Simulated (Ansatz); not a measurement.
# Which is lower?

The two ends of one reaction step of GePH7S, closed shell (PBE0-D4/def2-TZVP).

A:

Ge1  (-0.991, 0.949, -0.330)
S2  (1.951, 0.363, 0.938)
H3  (-0.099, 1.688, -1.328)
H4  (-1.172, 1.719, 0.977)
H5  (-2.352, 0.591, -0.964)
H6  (0.126, -1.441, 1.566)
P7  (0.118, -1.012, 0.228)
H8  (2.372, 0.694, -0.294)
H9  (1.011, -1.631, -0.662)
H10  (-0.965, -1.921, -0.132)
(Å)

B:

```json
{"atom": "Ge1", "x (Å)": "-1.3719", "y (Å)": "0.7359", "z (Å)": "-0.5265"}
{"atom": "S2", "x (Å)": "2.3981", "y (Å)": "0.6612", "z (Å)": "1.4571"}
{"atom": "H3", "x (Å)": "-1.4018", "y (Å)": "1.1322", "z (Å)": "-2.0115"}
{"atom": "H4", "x (Å)": "-0.6069", "y (Å)": "1.8012", "z (Å)": "0.2713"}
{"atom": "H5", "x (Å)": "-2.8136", "y (Å)": "0.6504", "z (Å)": "0.0018"}
{"atom": "H6", "x (Å)": "1.5023", "y (Å)": "-0.1815", "z (Å)": "1.9955"}
{"atom": "P7", "x (Å)": "-0.3740", "y (Å)": "-1.3280", "z (Å)": "-0.1644"}
{"atom": "H8", "x (Å)": "3.2476", "y (Å)": "-0.3396", "z (Å)": "1.1805"}
{"atom": "H9", "x (Å)": "0.6480", "y (Å)": "-1.1264", "z (Å)": "-1.1272"}
{"atom": "H10", "x (Å)": "-1.2279", "y (Å)": "-2.0053", "z (Å)": "-1.0766"}
```

Ansatz 0.2.0; basis: def2-TZVPP; cores frozen in the correlated methods. Filled d shells of the heavier atoms are correlated. The def2 sets are not built for correlating such inner shells, so the correlated values are less sure here. B3LYP uses VWN-RPA correlation.

Problem. Which structure is lower at CCSD(T), and by how much? (An estimate is asked for; the value comes from the calculation.)

Solution. The calculation gives: B, by 129.0 kJ/mol (electronic energy, against the other). By their contacts, A is GePH₇S ([SH][PH3][GeH3]) and B is a complex of GePH₅ ([PH2][GeH3]) + H₂S.

All methods give the same order:

```tsv
method	E(B) − E(A) (kJ/mol)
SPW92	-84.1
PBE-D4	-98.4
BLYP-D4	-109.9
r2SCAN-D4	-102.4
B97M-V	-120.4
PBE0-D4	-103.7
B3LYP-D4	-114.0
r2SCAN0-D4	-106.7
BHLYP-D4	-119.1
CAM-B3LYP-D4	-121.4
wB97X-V	-118.2
wB97M-V	-123.8
B2PLYP	-121.9
PBE-QIDH	-110.4
RPA on PBE	-132.4
HF	-151.5
MP2	-117.1
CCSD	-134.6
CCSD(T)	-129.0
```

The T1 diagnostic stays at or below 0.013.

Labels in which every atom is bracketed show which atoms are joined, not bond orders.

For scale, one of the runs: CCSD(T)/def2-TZVPP, 230 basis functions, launched by `ansatz run in.yaml --threads 4 --pin off --events-out ev --progress --plain --max-ram 9574MiB`. Time: 110 s of wall clock on 4 CPU threads of an Arm Neoverse V1; the host was shared. Peak host memory: 3.6 GiB.
